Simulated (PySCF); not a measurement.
**Sc⁺: ionisation energy**

Sc⁺ [Ar] 3d1 4s1 (3D) → Sc²⁺ [Ar] 3d1 (2D), as a difference of total energies. Computed with PySCF 2.14 in x2c-SVPall (5s3p3d1f, 36 functions), with scalar relativity by spin-free X2C-1e. Correlated levels: valence: [Ar] frozen. The calculations carry no spin-orbit coupling.

| method | ionisation energy (eV) |
| --- | --- |
| UHF | 12.177 |
| MN15 | 12.520 |
| PBE0 | 12.864 |
| MP2 (valence) | 12.222 |
| SCS-MP2 (valence) | 12.192 |

**Question.** How much does correlation contribute at MP2 (valence)?

**Answer.** 12.222 − (12.177) = 0.045 eV, measured against UHF.

The reference lies between the lowest fine-structure levels, while these numbers refer to the centres of the terms.

Errors of the correlated levels include the incompleteness of this basis and the frozen core.

For comparison: 12.800 eV (measured; NIST Atomic Spectra Database, ionization energies).
